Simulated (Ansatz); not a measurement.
Consider the redistribution: `N#CBCl` + `FC(F)(F)O[SiH3]` → `FC(F)(F)OBCl` + `N#C[SiH3]`.

Calculated with Ansatz (gas phase, PBE0-D4/def2-TZVP geometries, no zero-point term in ΔE). CCSD(T)/CBS adds triple-zeta CCSD(T) − MP2 to the extrapolated MP2 energy (def2 sets, frozen cores). This one scheme is used for every species. DFT in def2-TZVPP. B3LYP here is the variant with VWN-RPA as its local correlation; programs differ in this. Each species was taken in one conformer, which may not be the lowest.

`N#CBCl`:

Cartesian coordinates in Å:
```
N -0.753 -1.982 -0.214
C -0.351 -0.913 -0.063
B 0.177 0.502 0.176
Cl 0.699 1.442 -1.171
H 0.229 0.952 1.272
```

`FC(F)(F)O[SiH3]`:

Cartesian coordinates in Å:
```
F -1.169 -1.396 -1.024
C 0.104 -1.042 -0.812
F 0.523 -1.726 0.267
F 0.816 -1.448 -1.854
O 0.233 0.270 -0.653
Si -0.068 1.145 0.748
H 1.033 0.930 1.713
H -1.362 0.720 1.329
H -0.111 2.547 0.287
```

`FC(F)(F)OBCl`:

Z-matrix (Å, degrees):
```
C
F 1 1.319
F 1 1.331 2 108.6
F 1 1.331 2 108.6 3 -117.2
O 1 1.356 2 108.5 3 121.4
B 5 1.365 1 121.4 2 179.9
Cl 6 1.734 5 116.9 1 180.0
H 6 1.187 5 122.1 1 -0.0
```

`N#C[SiH3]`:

Cartesian coordinates in Å:
```
N -0.954 -2.037 0.878
C -0.498 -1.065 0.460
Si 0.231 0.494 -0.213
H -0.114 1.586 0.723
H -0.361 0.721 -1.549
H 1.695 0.300 -0.299
```

Problem. Is it downhill or uphill in electronic energy at CCSD(T)/CBS, and by how much? (Estimate.)

Solution. Ansatz gave: Downhill: ΔE = -32.3 kJ/mol.

Problem. What do these levels give: B2PLYP, r2SCAN, PBE0, B3LYP, HF/def2-TZVPP, SCS-MP2/def2-QZVPP? (An estimate is asked.)

Solution. Ansatz gave: B2PLYP -30.4, r2SCAN -31.8, PBE0 -34.2, B3LYP -29.9, HF/def2-TZVPP -30.8, SCS-MP2/def2-QZVPP -29.6 kJ/mol.

Largest T1 diagnostic among the species: 0.014.
